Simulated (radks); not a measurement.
Results of a calculation; reference values are marked as such.
Neutral cobalt inside a hard spherical wall (all orbitals vanish at R), configuration held at [Ar] 3d7 4s2 and not refilled when levels cross. Level of theory: non-relativistic Kohn-Sham, PBE, spin-unpolarised, spherical densities, point nucleus (a radial shooting solver on a logarithmic mesh with Libxc functionals). Eigenvalues in eV, with the zero of energy where the potential of the charges vanishes at infinity; a dash marks a level that is unbound or too diffuse for the functional's potential to be trusted. A positive occupied level is held by the wall or, in an anion where self-interaction has pushed it up, behind a barrier. The pressure on the wall is -dE/dV.

R (bohr)  E (hartree)  kinetic (hartree)    e(3s)    e(3p)   e(3d)   e(4s)  e(4p, empty)  e(5s, empty)  pressure (GPa)
free      -1382.39431           1381.334  -99.893  -65.102  -8.510  -5.365        -1.307             -               0
15        -1382.39431           1381.334  -99.893  -65.102  -8.510  -5.365        -1.303         0.270        < 0.0001
10        -1382.39406           1381.337  -99.869  -65.078  -8.487  -5.346        -1.196         1.593         0.00705
8         -1382.39160           1381.357  -99.727  -64.935  -8.347  -5.220        -0.859         3.826           0.117
3.5       -1381.76398           1383.762  -91.850  -57.140  -0.815   5.876        14.589        59.180             168
3         -1381.08425           1386.029  -86.962  -52.348   4.022  15.157        25.912        93.306             524
1.5       -1356.63472           1459.158  -14.970   22.104  86.697  239.71        259.02        649.69           72000
